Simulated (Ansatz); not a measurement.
A CCSD(T) single point on C$_{3}$H$_{7}$AlSi (`CC1=C[SiH]1[AlH2]`).

```yaml
crystal:
  periodic: [false, false, false]
  atoms:
    - {symbol: C, position_ang: [-1.543044, 0.884980, 1.199743]}
    - {symbol: C, position_ang: [-0.201283, 0.521300, 0.702098]}
    - {symbol: C, position_ang: [0.971066, 0.119899, 1.143705]}
    - {symbol: Si, position_ang: [1.008846, 0.317086, -0.683118]}
    - {symbol: Al, position_ang: [0.868674, -1.654961, -2.092032]}
    - {symbol: H, position_ang: [-1.614732, 0.783415, 2.286108]}
    - {symbol: H, position_ang: [-1.782230, 1.916329, 0.927132]}
    - {symbol: H, position_ang: [-2.305492, 0.253029, 0.736175]}
    - {symbol: H, position_ang: [1.435967, -0.113671, 2.093809]}
    - {symbol: H, position_ang: [1.637551, 1.565289, -1.213107]}
    - {symbol: H, position_ang: [0.185361, -2.954248, -1.481635]}
    - {symbol: H, position_ang: [1.416313, -1.693649, -3.584978]}
basis:
  gaussian: {orbitals: def2-TZVPP}
correlation: {method: ccsd_t}
output: {orbitals: {seedname: orbitals}}
```

```sh
$ ansatz run in.yaml --threads 4 --pin off --events-out ev --progress --plain --max-ram 10444MiB
```

Output of Ansatz, abridged:

```
Functional definition: HF
1603 factors; integrals over basis functions are off by at most 1.1e-3 eV
mean field evaluation 1: about -17642.3124 eV, gradient 3.6e1 eV
mean field evaluation 2: about -17642.6049 eV, gradient 3.6e1 eV
mean field evaluation 4: about -17646.6187 eV, gradient 4.6e0 eV
mean field evaluation 8: about -17646.7095 eV, gradient 3.4e-1 eV
mean field evaluation 16: about -17646.7101 eV, gradient 1.6e-6 eV
mean field -17646.71006073 eV, -648.5046333620 hartree, gradient 1.6e-6 eV, S^2 0.000000; 1 other end points of the search recorded, 0 dependent functions left out
13 core orbitals not correlated: weight in the atoms' cores, before any rotation towards them, 1.000 or more for the frozen orbitals, at most 0.000 for the correlated occupied ones
reference -17646.71006073 eV, -648.5046333620 hartree; 13, 13 occupied and 249, 249 virtual orbitals, 1603 factors
second order -18.64893082 eV of doubles, -0.00000000 eV of singles
cycle   1  -19.34535890 eV  change   -7.0e-1 eV  update   1.1e-1
cycle   2  -19.95114463 eV  change   -6.1e-1 eV  update   3.4e-2
cycle   3  -20.05917914 eV  change   -1.1e-1 eV  update   1.7e-2
cycle   4  -20.05102802 eV  change    8.2e-3 eV  update   5.1e-3
cycle   5  -20.05168542 eV  change   -6.6e-4 eV  update   2.9e-3
cycle   6  -20.05172889 eV  change   -4.3e-5 eV  update   1.0e-3
cycle   7  -20.05128415 eV  change    4.4e-4 eV  update   4.5e-4
cycle   8  -20.05132272 eV  change   -3.9e-5 eV  update   1.7e-4
cycle   9  -20.05134957 eV  change   -2.7e-5 eV  update   5.5e-5
cycle  10  -20.05132153 eV  change    2.8e-5 eV  update   2.1e-5
perturbative correction -0.93212435 eV, -0.0342549381 hartree
Total energy: -17667.69350660 eV, -649.2757607748 hartree
```

It took 43 s on 4 threads of an Intel Xeon 6975P-C on a shared host, with 7.8 GiB of host memory at the peak.

The correlation energy is -20.983 eV, 4.4 % of it from (T); the T1 diagnostic reads 0.0135.
